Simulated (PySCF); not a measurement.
Isomers of H9ClSi4. Gas-phase values, no solvent. One relaxed conformer stands for each flexible species; it need not be the lowest. Strings in code marks are SMILES.

The LUMO from two functionals at the same geometries (B3LYP-D3(BJ)/def2-TZVP), both in PySCF: PBE-D3(BJ)/def2-TZVP and B3LYP-D3(BJ)/def2-TZVP. B3LYP has the VWN-RPA correlation part, as in Gaussian. 

```csv
species,PBE-D3(BJ)/def2-TZVP (eV)
`[SiH3][Si]([SiH3])(Cl)[SiH3]`,-1.96
`[SiH3][SiH2][Si@@H]([SiH3])Cl` (Si–Si–Si–Cl torsion 52°),-1.81
`Cl[SiH2][SiH]([SiH3])[SiH3]` (Si–Si–Si–Cl torsion 171°),-1.74
```

### Question
What does B3LYP-D3(BJ)/def2-TZVP give for each?

### Answer

- `[SiH3][Si]([SiH3])(Cl)[SiH3]`: -1.25
- `[SiH3][SiH2][Si@@H]([SiH3])Cl` (Si–Si–Si–Cl torsion 52°): -1.12
- `Cl[SiH2][SiH]([SiH3])[SiH3]` (Si–Si–Si–Cl torsion 171°): -1.07
Over these rows, drawn at random from the members with no instability flagged (it was tested for open shells, ions and some series alone), PBE minus B3LYP-D3(BJ): mean -0.69 eV, from -0.71 eV to -0.67 eV.
